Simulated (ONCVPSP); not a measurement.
**Transferability test, ONCV potential for iridium (Ir)**

| Property | Result |
| --- | --- |
| Element | iridium |
| Generator | ONCVPSP 4.0.1 |
| Type | optimised norm-conserving Vanderbilt (ONCV) |
| Functional | PBE |
| Relativity | scalar-relativistic |
| Frozen core | [Kr] 4d10 4f14 |
| Valence charge | 17 |
| Reference configuration | 5s2 5p6 5d7 6s2 |
| Partial waves | 5s+6s: rc 1.25 bohr, ncon 4, nbas 9, qcut 7.4 1/bohr, 2 projectors; 5p: rc 1.25 bohr, ncon 3, nbas 8, qcut 5.4 1/bohr, 1 projector; 5d: rc 1.95 bohr, ncon 4, nbas 9, qcut 6.7 1/bohr, 3 projectors, debl 3.5 Ha; f scattering state at 0.08 Ha: rc 1.65 bohr, ncon 3, nbas 7, qcut 7.4 1/bohr, 2 projectors, debl 0.9 Ha |
| Local potential | polynomial inside 1.20 bohr (lpopt 5, dvloc0 0 Ha) |
| Core correction | Teter function, fcfact 3, rcfact 1.2 |

Energies are relative to the spin-unpolarised reference configuration 5s2 5p6 5d7 6s2; without spin polarisation the order of configurations can differ from experiment.

Give the all-electron excitation energy and the error of the potential for: 5s2 5p6 5d7 6s1; 5s2 5p6 5d7 6s0; 5s2 5p6 5d6 6s0; 5s2 5p6 5d8 6s1.

```json
{"valence configuration": "5s2 5p6 5d7 6s1", "charge": "+1", "ΔE all-electron (eV)": "9.880", "error AE − PS (meV)": "-3.3"}
{"valence configuration": "5s2 5p6 5d7 6s0", "charge": "+2", "ΔE all-electron (eV)": "27.349", "error AE − PS (meV)": "-8.4"}
{"valence configuration": "5s2 5p6 5d6 6s0", "charge": "+3", "ΔE all-electron (eV)": "57.890", "error AE − PS (meV)": "-9.8"}
{"valence configuration": "5s2 5p6 5d8 6s1", "charge": "0", "ΔE all-electron (eV)": "-0.334", "error AE − PS (meV)": "-5.5"}
```

Note: ghosts flagged at negative energy: f at -2159.8 eV; GHOST(+) flagged for s at 217.1 eV. A true bound ghost makes a file unfit for plane-wave use.
